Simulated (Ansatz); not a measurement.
```yaml
crystal:
  periodic: [false, false, false]
  atoms:
    - {symbol: B, position_ang: [0.266839, -1.212779, 0.457727]}
    - {symbol: Si, position_ang: [1.263318, 0.570080, -0.038417]}
    - {symbol: C, position_ang: [0.031507, 1.634495, -0.557799]}
    - {symbol: Se, position_ang: [0.502609, 3.356410, -0.989943]}
    - {symbol: O, position_ang: [-1.272435, 1.103338, -0.986599]}
    - {symbol: Ga, position_ang: [-1.541002, -0.549908, -0.146961]}
    - {symbol: H, position_ang: [-0.193830, -1.643477, -0.487573]}
    - {symbol: H, position_ang: [0.717862, -2.265520, 0.997390]}
    - {symbol: H, position_ang: [2.085672, 1.122010, 1.437187]}
    - {symbol: H, position_ang: [2.330408, 0.280577, -0.804496]}
    - {symbol: H, position_ang: [-3.388518, -1.063333, -0.320308]}
    - {symbol: H, position_ang: [-0.744699, -0.908751, 1.219523]}
basis:
  gaussian: {orbitals: STO-3G}
magnetization: {spin_polarized: true, initial_magnetization: 2}
hamiltonian: {xc: {name: B3LYP5}}
charge: 1
```

```sh
$ ansatz run in.yaml --threads 2 --pin off --events-out ev --progress --plain --max-ram 32768MiB --backend cpu
```

**Question.** How does Ansatz answer? (Estimate.)

**Answer.** Computed: The input was rejected before any iteration.
```
Error: YAML parse error: error: line 20 column 1: unknown field `charge`, expected one of crystal, accuracy, basis, kpoints, hamiltonian, magnetization, projection, total_charge, correlation, batch, efield, external_charges, scf, relax, neb, saddle, md, ramp, phonons, dielectric, real_time, elastic, magnetic_configurations, gw, evaluate, workflow, output, checkpoint, execution
18 | magnetization: {spin_polarized: true, initial_magnetization: 2}
19 | hamiltonian: {xc: {name: B3LYP5}}
20 | charge: 1
```

B3LYP here is the variant with VWN-RPA as its local correlation; programs differ in this.
